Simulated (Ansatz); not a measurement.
Wavefunction ladder for F$_{2}$MoS$_{2}$ (`[F][Mo]([F])(=[S])=[S]`)

```xyz
5

F     1.088   -0.071    1.533
Mo   -0.006   -0.061    0.067
F    -1.244   -1.409    0.078
S    -1.000    1.771   -0.025
S     1.163   -0.229   -1.653
```

The species carries charge 0 and has multiplicity 1. Correlated methods include outer-core shells of Mo, which these sets cover unevenly. Mo takes the def2 core potential. All single points use the PBE0-D4/def2-TZVP geometry. Frozen core, restricted reference, the Gaussian-basis code of Ansatz.

| basis | HF (Eh) | MP2 corr. |
| --- | --- | --- |
| def2-SVP | -1061.11912 | -1.10106 |
| def2-TZVPP | -1061.68472 | -1.47409 |
| def2-QZVPP | -1061.72134 | -1.59909 |

Problem. Estimate the CCSD correlation energy and the (T) correction in each basis where they were run (hartree).

Solution. 
| basis | CCSD corr. | (T) |
| --- | --- | --- |
| def2-SVP | -1.03243 | -0.05975 |
| def2-TZVPP | -1.39710 | -0.09066 |
